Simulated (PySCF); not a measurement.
# Correlation energy of Ne⁺ (neon, charge +1)

[He] 2s2 2p5, 2P determinant. Calculation: PySCF 2.14, in dyall-av3z (15s9p3d2f, 71 functions); scalar relativity by spin-free X2C-1e. Frozen: 1s2; 7 electrons correlated; the 14 highest virtual orbitals of each spin left out.

```json
{"level": "CCSD", "correlation energy (mhartree)": "-220.15"}
{"level": "(T)", "correlation energy (mhartree)": "-2.99"}
{"level": "CCSD(T)", "correlation energy (mhartree)": "-223.14"}
```

Diagnostics: T1 = 0.0040, D1 = 0.0062, largest double amplitude 0.023.

Cost of the coupled-cluster step: of the order of 2.7 core-seconds, for 7 correlated electrons.

Iterations:

```
CC2 = 0
CCSD nocc = (np.int64(4), np.int64(3)), nmo = (56, 56)
frozen orbitals [[0, 57, 58, 59, 60, 61, 62, 63, 64, 65, 66, 67, 68, 69, 70], [0, 57, 58, 59, 60, 61, 62, 63, 64, 65, 66, 67, 68, 69, 70]]
max_cycle = 100
direct = 0
conv_tol = 1e-08
conv_tol_normt = 1e-06
diis_space = 8
diis_start_cycle = 0
Init t2, MP2 energy = -0.20868882688209
Init E_corr(UCCSD) = -0.208688826883856
cycle = 1  E_corr(UCCSD) = -0.217629373488542  dE = -0.0089405466  norm(t1,t2) = 0.0188049
cycle = 2  E_corr(UCCSD) = -0.219567623653101  dE = -0.00193825016  norm(t1,t2) = 0.00519016
cycle = 3  E_corr(UCCSD) = -0.220144948837701  dE = -0.000577325185  norm(t1,t2) = 0.00219073
cycle = 4  E_corr(UCCSD) = -0.220165335050374  dE = -2.03862127e-05  norm(t1,t2) = 0.000560665
cycle = 5  E_corr(UCCSD) = -0.220146941185124  dE = 1.83938652e-05  norm(t1,t2) = 0.000221727
cycle = 6  E_corr(UCCSD) = -0.220150312805864  dE = -3.37162074e-06  norm(t1,t2) = 3.19474e-05
cycle = 7  E_corr(UCCSD) = -0.220150681164106  dE = -3.68358242e-07  norm(t1,t2) = 6.84977e-06
cycle = 8  E_corr(UCCSD) = -0.220150495380115  dE = 1.85783991e-07  norm(t1,t2) = 1.88063e-06
cycle = 9  E_corr(UCCSD) = -0.220150479881696  dE = 1.54984187e-08  norm(t1,t2) = 3.98795e-07
cycle = 10  E_corr(UCCSD) = -0.220150489794143  dE = -9.91244661e-09  norm(t1,t2) = 8.96913e-08
UCCSD converged
E(UCCSD) = -128.1827861302658  E_corr = -0.220150489794143
UCCSD(T) correction = -0.00298870940302431
```
